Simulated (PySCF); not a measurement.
**Electronic absorption of CH12OSi4**

CH12OSi4.
Numbering: `[CH3:1][Si@@H:2]([SiH3:3])[O:4][SiH2:5][SiH3:6]` (hydrogens: H7, H8, H9 on C1; H10 on Si2; H11, H12, H13 on Si3; H14, H15 on Si5; H16, H17, H18 on Si6)

Method used: TDDFT CAM-B3LYP/def2-SVPD, vertical, gas phase, core orbitals frozen in the response in PySCF 2.14.0, density-fitted response routines. Geometry: GFN2-xTB, one conformer, isolated molecule. GFN2-xTB frequencies show an imaginary mode (21i cm⁻¹), so this geometry is no minimum at that level. Torsions of this conformer, `[CH3:1][Si@@H:2]([SiH3:3])[O:4][SiH2:5][SiH3:6]`: C1–Si2–O4–Si5 -54°, Si2–O4–Si5–Si6 95°.

```json
{"state": "S1", "E (eV)": "6.14", "λ (nm)": "201.9", "f": "0.026", "main configurations (H = HOMO, L = LUMO)": "H→L (89%)"}
{"state": "S2", "E (eV)": "6.66", "λ (nm)": "186.2", "f": "0.012", "main configurations (H = HOMO, L = LUMO)": "H-1→L (31%), H→L+2 (28%), H-2→L (16%)"}
{"state": "S3", "E (eV)": "6.82", "λ (nm)": "181.8", "f": "0.0014", "main configurations (H = HOMO, L = LUMO)": "H-1→L (58%), H-2→L (18%), H→L+2 (8%)"}
{"state": "S4", "E (eV)": "6.94", "λ (nm)": "178.6", "f": "0.044", "main configurations (H = HOMO, L = LUMO)": "H→L+1 (53%), H→L+4 (14%), H→L+2 (11%)"}
{"state": "S5", "E (eV)": "7.15", "λ (nm)": "173.5", "f": "0.013", "main configurations (H = HOMO, L = LUMO)": "H→L+3 (59%), H-2→L+3 (13%)"}
{"state": "S6", "E (eV)": "7.47", "λ (nm)": "166.1", "f": "0.0033", "main configurations (H = HOMO, L = LUMO)": "H→L+2 (24%), H→L+4 (19%), H-1→L+1 (12%)"}
{"state": "S7", "E (eV)": "7.51", "λ (nm)": "165.0", "f": "0.0062", "main configurations (H = HOMO, L = LUMO)": "H-1→L+2 (32%), H-3→L (23%)"}
{"state": "S8", "E (eV)": "7.69", "λ (nm)": "161.3", "f": "0.047", "main configurations (H = HOMO, L = LUMO)": "H-1→L+1 (54%), H-1→L+2 (10%)"}
```

Triplets (Tamm–Dancoff): T1 5.57 eV, H→L (78%); T2 5.90 eV, H-2→L (28%), H→L+2 (25%), H-1→L (15%); T3 6.21 eV, H→L+1 (38%), H→L+4 (19%).

The lowest singlet lies at 6.14 eV (202 nm, ultraviolet) and is weak; its leading configuration is HOMO→LUMO (89%). The most intense listed level is S8 at 7.69 eV (161 nm, f = 0.047), 1.55 eV above S1. It is the last of those listed, so stronger ones may follow. Löwdin shares by element: HOMO silicon 41% or more, oxygen 22% (atoms not listed hold the other 37%); LUMO silicon 61% (atoms not listed hold the other 39%). Of the 8 states listed, 5 reach f = 0.01 and none stays under 0.0005. Orbital energies (eV): HOMO-3 -10.80, HOMO-2 -10.04, HOMO-1 -9.66, HOMO -8.97, LUMO 0.35, LUMO+1 0.89, LUMO+2 0.96. The listed states span 1.55 eV, and the widest gap between neighbours is 0.52 eV (S1 to S2). No computed singlet lies in the visible range (380 to 750 nm); the lowest, at 202 nm, stands 2.88 eV above its violet end (3.26 eV). The window holds the lowest 8 singlets.

The run took 56 s of wall time on Arm Neoverse V1, one thread, no GPU (shared host), and the process peaked at 1.1 GiB of memory.

Without π bonds the low states are Rydberg-like; a valence basis with one diffuse set may place them up to an eV too high.
